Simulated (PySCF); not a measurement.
A PySCF script (with the pyscf-properties extension) for the NMR shieldings of `InChI=1S/C2H8O3SSi2/c3-8(5-7)4-1-2-6-8/h3H,1-2H2,7H3/t8-/m1/s1`, on a GFN2-xTB geometry:

```python
import basis_set_exchange as bse
import numpy as np
from pyscf import gto, dft
from pyscf.prop import nmr

atoms = """
O    -0.617617    0.851984    2.197181
Si   -0.223246    0.204406    0.768017
O    -1.504976   -0.319165   -0.045189
Si   -3.004822   -0.029763   -0.600616
O     0.781544   -1.037529    1.002812
C     2.131704   -0.799674    0.711164
C     2.261845    0.075916   -0.526794
S     1.081008    1.457951   -0.377865
H    -1.257287    1.555156    2.265531
H    -3.334676   -1.264642   -1.299141
H    -3.851861    0.238174    0.563007
H    -2.940494    1.144571   -1.469223
H     2.598222   -0.303905    1.569791
H     2.611156   -1.768905    0.549609
H     1.999043   -0.483376   -1.424494
H     3.262859    0.487746   -0.627718
"""
names = dict.fromkeys(["O", "Si", "C", "S", "H"], "pcSseg-1")
basis = {el: gto.basis.parse(bse.get_basis(n, elements=[el], fmt="nwchem")) for el, n in names.items()}
mol = gto.M(atom=atoms, basis=basis, charge=0, verbose=0)
mf = dft.RKS(mol, xc="PBE0")
mf.grids.level = 2
mf.grids.alignment = dft.numint.BLKSIZE   # the property module wants whole blocks of grid points
mf.conv_tol = 1e-9
mf.kernel()

calc = nmr.RKS(mf)   # GIAO
C = mf.mo_coeff
Co = C[:, mf.mo_occ > 0]
resp = mf.gen_response(singlet=True, hermi=2)
def vind(x):   # induced exchange potential for any number of trial vectors
    d = np.einsum("pi,xij,qj->xpq", C, 2 * x.reshape(-1, C.shape[1], Co.shape[1]), Co, optimize=True)
    return np.einsum("xpq,pi,qj->xij", resp(d - d.transpose(0, 2, 1)), C, Co, optimize=True).ravel()
mo1, _ = nmr.rhf.solve_mo1(calc, with_cphf=vind)
sigma = calc.kernel(mo1)
for i, s in enumerate(sigma):   # ppm
    print("%2d %-2s %9.2f" % (i, mol.atom_pure_symbol(i), np.trace(s) / 3))
```

**Question.** What are the results?

**Answer.** 
```
 0 O     273.05
 1 Si    384.79
 2 O     273.38
 3 Si    391.56
 4 O     263.79
 5 C     119.76
 6 C     147.81
 7 S     676.04
 8 H      29.37
 9 H      26.62
10 H      26.56
11 H      26.54
12 H      27.90
13 H      27.55
14 H      28.40
15 H      28.98
```

These numbers come from an equivalent density-fitted implementation of the same equations, which agrees with the script to about 0.01 ppm for H and up to a few tenths of a ppm for heavy atoms, so last digits may differ.

**Question.** Turn these shieldings into chemical shifts. Scale: 17O (σref 336.08) against H2O; 29Si (σref 349.16) and 13C (σref 186.93) and 1H (σref 31.72) vs TMS; 33S (σref 503.73) against CS2 (reference shieldings calculated alike).

**Answer.** Averaging equivalent atoms: O 4: 72.3; O 0: 63.0; O 2: 62.7; Si 1: -35.6; Si 3: -42.4; C 5: 67.2; C 6: 39.1; S 7: -172; H 9/10/11: 5.15; H 13: 4.17; H 12: 3.82; H 14: 3.31; H 15: 2.74; H 8: 2.35 ppm. Experimental scales use liquid or dissolved standards, which lie at an offset from isolated H2O (liquid H2O: subtract about 36 ppm).

Size and cost of the density-fitted run: 197 basis functions, 29 s wall time on 1 thread of an AMD EPYC 9R45 96-Core, shared host; peak memory 0.88 GiB.
